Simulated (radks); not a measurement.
La11+, 46 electrons, occupied as [Kr] 4d10 (the NIST ground configuration).

Calculated with a radial shooting solver on a logarithmic mesh with Libxc functionals: scalar-relativistic Kohn-Sham, LDA (Slater exchange, VWN5 correlation), spin-unpolarised, spherical densities, finite nucleus; Fermi nuclear charge, rms radius 4.855 fm.

Energy parts (eV):
total: -230065.04
kinetic: 243313.14
electron-nucleus: -549152.07
Hartree: 80980.35
exchange-correlation: -5206.46

Orbitals (lengths in bohr, moments of r in powers of bohr):
| orbital | occ. | eigenvalue (eV) | <1/r> | <r^4> |
|---|---|---|---|---|
| 1s | 2 | -38879.36 | 61.95 | 1.923e-06 |
| 2s | 2 | -6331.695 | 14.27 | 0.0003193 |
| 2p | 6 | -5695.921 | 13.55 | 0.0002327 |
| 3s | 2 | -1484.147 | 5.167 | 0.01311 |
| 3p | 6 | -1280.982 | 4.900 | 0.01367 |
| 3d | 10 | -988.2546 | 4.649 | 0.01141 |
| 4s | 2 | -427.3857 | 2.170 | 0.3264 |
| 4p | 6 | -360.6106 | 2.010 | 0.4185 |
| 4d | 10 | -263.4307 | 1.771 | 0.6391 |
| 5s | 0 | -178.1158 | 1.013 | 5.449 |
| 4f | 0 | -158.4494 | 1.393 | 1.449 |
| 5p | 0 | -155.7817 | 0.9353 | 7.409 |
| 5d | 0 | -123.1647 | 0.8190 | 12.75 |

The highest occupied level is 4d at -263.43 eV. Summed over all electrons, <r^2> = 12.17 bohr^2, which gives a Langevin (diamagnetic) susceptibility term of -9.64 x 10^-6 cm^3/mol.
